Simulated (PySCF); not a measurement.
Species: C6H10O2Si.
SMILES with atom numbers: `[CH3:1][O:2][c:3]1[cH:4][cH:5][c:6]([SiH2:7][CH3:8])[o:9]1`

Geometry (GFN2-xTB, Å), atoms numbered from 1 in this order:
```xyz
19
C6H10O2Si angstrom
C      3.4387    0.1839   -0.7104
O      2.9451   -0.7915    0.1869
C      1.6257   -0.7402    0.4360
C      0.8776   -1.5665    1.2265
C     -0.4418   -1.0700    1.1327
C     -0.4204    0.0133    0.3000
Si    -1.7162    1.2120   -0.3151
C     -3.4199    0.4198   -0.0591
O      0.8696    0.2118   -0.1260
H      4.5062   -0.0063   -0.7976
H      2.9630    0.0915   -1.6907
H      3.2673    1.1937   -0.3269
H      1.2330   -2.4050    1.7862
H     -1.3075   -1.4698    1.6205
H     -1.4761    1.4809   -1.7391
H     -1.6298    2.4783    0.4291
H     -3.4954   -0.5349   -0.5713
H     -4.2057    1.0630   -0.4423
H     -3.6232    0.2451    0.9931
```

NICS = −σ at a ghost point: NICS(0) at the centroid of the ring atoms, NICS(1) 1 Å to either side along the normal of their mean plane, zz for the tensor component along that normal. Level: GIAO PBE0/pcSseg-1 (PySCF, non-relativistic, gas phase) on the GFN2-xTB geometry, one conformer.

Ring bond lengths (Å), with Mayer bond orders in brackets: C3–C4 1.366 (1.52), C4–C5 1.413 (1.26), C5–C6 1.367 (1.57), C6–O9 1.373 (0.94), O9–C3 1.339 (1.10).

**Question.** What do the NICS probes read (ppm)?

**Answer.** 
```json
{"ring": "C3–C4–C5–C6–O9", "type": "5-membered ring with O; formal bonds all aromatic", "NICS(0)": "-11.4", "NICS(1), two faces": "-9.4 / -9.3", "NICS(1)zz, two faces": "-23.1 / -22.9", "rms pucker (Å)": "0.00", "centre to ring atoms, mean (Å)": "1.17"}
```

**Question.** What can be read from them?

**Answer.** 
- C3–C4–C5–C6–O9: mean NICS(1)zz -23.0 ppm, shielded, aromatic by this magnetic criterion (flat ring, no four-coordinate atom).

**Question.** And the bond-length index? HOMA takes Krygowski's 1993 parameters.

**Answer.** 
- C3–C4–C5–C6–O9: HOMA 0.38; the largest term is that of C6–O9, α(R − Ropt)² = 1.83.

**Question.** At the first NICS(1) probe listed for ring C3–C4–C5–C6–O9, 1 Å off the ring, what do the in-plane components average?

**Answer.** The isotropic value is a third of the trace: (3 × -9.4 − (-23.1))/2 = -2.6 ppm.

**Question.** Give the inner angles of the rings and the Hirshfeld charges of the ring atoms.

**Answer.** 
- C3–C4–C5–C6–O9: C3 111.3° (+0.138 e), C4 105.1° (-0.122 e), C5 107.7° (-0.083 e), C6 108.6° (-0.069 e), O9 107.3° (-0.064 e); sum 540.0° against 540° for a flat convex ring.

Hardware: one thread of an Arm Neoverse N1, shared host. Cost: 66 s, 0.87 GiB resident at most. This is the whole shielding run at PBE0/pcSseg-1, SCF included.
